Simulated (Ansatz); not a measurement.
## Abstraction of Cl: Sn(CH3)Cl3 + C2HCl2Si → Sn(CH3)Cl2 + C2HCl3Si

Gas-phase species: Sn(CH3)Cl3 (methyltin trichloride), singlet; C2HCl2Si `C#C[Si](Cl)Cl`, doublet; Sn(CH3)Cl2, doublet; C2HCl3Si `C#C[Si](Cl)(Cl)Cl`, singlet. A radical takes Cl: the energy is the difference in strength between the Sn–Cl bond broken and the Si–Cl bond made.

Shapes, held fixed at every level: PBE0-D4/def2-TZVP. Programs: Ansatz 0.2.0. The zero-point and thermal change to 298 K, harmonic and unscaled (PBE0-D4/def2-TZVP), is +0.1 kJ/mol.

Q: Estimate ΔH(298 K) of this reaction.

A: The highest level, CCSD(T)/def2-TZVPP, gives ΔH(298 K) = -89.0 kJ/mol; the levels span -92.5 to -74.4. The column of differences is taken from that level and isn't an error. No measured value is set beside it here. Spin contamination: C2HCl2Si (⟨S²⟩ up to 0.80). Open shells run unrestricted. For atoms past krypton def2 sets carry core potentials with scalar relativity. Outer-core shells of Sn are correlated, in sets that cover them unevenly.

| level | kind | ΔH(298 K) (kJ/mol) | less CCSD(T)/def2-TZVPP |
| --- | --- | --- | --- |
| MP2/def2-SVP | perturbation theory | -92.2 | -3.2 |
| HF/def2-TZVPP | Hartree–Fock | -74.4 | +14.6 |
| PBE-D4/def2-TZVPP | GGA | -90.3 | -1.3 |
| BHLYP-D4/def2-TZVPP | global hybrid | -91.7 | -2.7 |
| PBE0-D4/def2-TZVPP | global hybrid | -88.4 | +0.6 |
| B2PLYP/def2-TZVPP | double hybrid | -92.5 | -3.5 |
| CCSD(T)/def2-TZVPP | coupled cluster or CI | -89.0 | 0.0 |
